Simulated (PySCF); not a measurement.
## SMILES C#CC#CC(F)(F)F, C5HF3

Molfile (atoms numbered from 1):
```
C5HF3
     RDKit          3D

  9  8  0  0  0  0  0  0  0  0999 V2000
    3.1537   -0.0334   -0.6356 C   0  0  0  0  0  0  0  0  0  0  0  0
    1.9649   -0.0217   -0.3823 C   0  0  0  0  0  0  0  0  0  0  0  0
    0.6254   -0.0085   -0.0952 C   0  0  0  0  0  0  0  0  0  0  0  0
   -0.5613    0.0028    0.1634 C   0  0  0  0  0  0  0  0  0  0  0  0
   -1.9948    0.0225    0.4753 C   0  0  0  0  0  0  0  0  0  0  0  0
   -2.2379    0.7658    1.5531 F   0  0  0  0  0  0  0  0  0  0  0  0
   -2.4496   -1.2062    0.7160 F   0  0  0  0  0  0  0  0  0  0  0  0
   -2.6956    0.5285   -0.5382 F   0  0  0  0  0  0  0  0  0  0  0  0
    4.2054   -0.0439   -0.8588 H   0  0  0  0  0  0  0  0  0  0  0  0
  1  2  3  0
  2  3  1  0
  3  4  3  0
  4  5  1  0
  5  6  1  0
  5  7  1  0
  5  8  1  0
  1  9  1  0
M  END
```

The calculation used quadratic response PBE0/def2-SVPD first hyperpolarisability, Taylor convention, gas phase in PySCF. Geometry: PBE0-D3(BJ)/def2-SVP.

Problem. Give the tensor of the static β(0;0,0) in the axes of these coordinates.

Solution. In au, Taylor convention; rows are the first index (the induced dipole):
```
      xx     yy     zz     xy     xz    yz
x  -45.3  -32.5  -30.6   +0.2   -4.4  +1.2
y   +0.2   -4.1   +5.4  -32.5   +1.2  +8.9
z   -4.4   +8.9  +19.2   +1.2  -30.6  +5.4
```
Norm of βᵢ = ⅓ Σⱼ (βᵢⱼⱼ + βⱼᵢⱼ + βⱼⱼᵢ): 110.9 au, hyper-Rayleigh value 42.1 au.
